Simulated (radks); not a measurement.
Problem. All-electron atom: neutral gallium in [Ar] 3d10 4s1 4p1 4d1 (not the ground configuration). Calculated with a radial shooting solver on a logarithmic mesh with Libxc functionals: Dirac Kohn-Sham, PBEsol, spin-unpolarised, spherical densities, finite nucleus; open shells are shared between the two j in proportion to 2j + 1; Fermi nuclear charge, rms radius 3.9973 fm. Some entries of the table are withheld. Estimate them.

| orbital | occ. | eigenvalue (Ry) | r(max) (bohr) |
|---|---|---|---|
| 1s1/2 | 2 | -751.5117 | 0.03180 |
| 2s1/2 | 2 | -93.14207 | 0.1826 |
| 2p1/2 | 2 | -82.53295 | (1) |
| 2p3/2 | 4 | -80.50296 | (2) |
| 3s1/2 | 2 | -11.34680 | 0.5650 |
| 3p1/2 | 2 | -7.91942 | 0.5615 |
| 3p3/2 | 4 | -7.65290 | 0.5699 |
| 3d3/2 | 4 | -1.91182 | 0.5311 |
| 3d5/2 | 6 | -1.87770 | 0.5340 |
| 4s1/2 | 1 | (3) | 1.832 |
| 4p1/2 | 0.333333 | -0.48872 | 2.268 |
| 4p3/2 | 0.666667 | -0.47569 | 2.304 |
| 4d3/2 | 0.4 | -0.05060 | 7.788 |
| 4d5/2 | 0.6 | -0.05046 | 7.808 |

Solution. 
(1) 2p1/2 r(max) (bohr): 0.1445
(2) 2p3/2 r(max) (bohr): 0.1474
(3) 4s1/2 eigenvalue (Ry): -1.02352
